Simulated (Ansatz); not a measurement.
BiF3 (SMILES [F][Bi]([F])[F]), singlet, at a GFN2-xTB geometry (such geometries of metal compounds can be far from the true shape) (core potentials on Bi); Ansatz (a quantum-chemistry and plane-wave program) with PBE0/def2-SVP.

Input for Ansatz:
Ansatz 0.2 input:
```yaml
crystal:
  periodic: [false, false, false]
  atoms:
    - {symbol: Bi, position_ang: [0.00283361, -0.00403046, 0.27310711]}
    - {symbol: F, position_ang: [-1.35263607, -1.00980650, -0.84069305]}
    - {symbol: F, position_ang: [-0.22186672, 1.68716206, -0.81262393]}
    - {symbol: F, position_ang: [1.54837061, -0.64018572, -0.86533751]}
basis:
  gaussian:
    orbitals: def2-SVP
hamiltonian:
  xc: pbe0
```

It wrote (shortened):

```
Functional definition: PBE0
711 factors; integrals over basis functions are off by at most 2.0e-4 eV
mean field evaluation 1: about -13971.4473 eV, gradient 6.2e1 eV
mean field evaluation 2: about -13946.2223 eV, gradient 1.4e2 eV
mean field evaluation 4: about -13978.2886 eV, gradient 1.4e0 eV
mean field evaluation 8: about -13978.3734 eV, gradient 5.8e-2 eV
mean field evaluation 16: about -13978.3734 eV, gradient 1.3e-5 eV
mean field -13978.37344748 eV, -513.6957493131 hartree, gradient 1.3e-5 eV, S^2 0.000000; 0 other end points of the search recorded, 0 dependent functions left out
reference -13978.37346772 eV, -513.6957500567 hartree; 25, 25 occupied and 43, 43 virtual orbitals, 711 factors
Total energy: -13978.37346772 eV, -513.6957500567 hartree
```
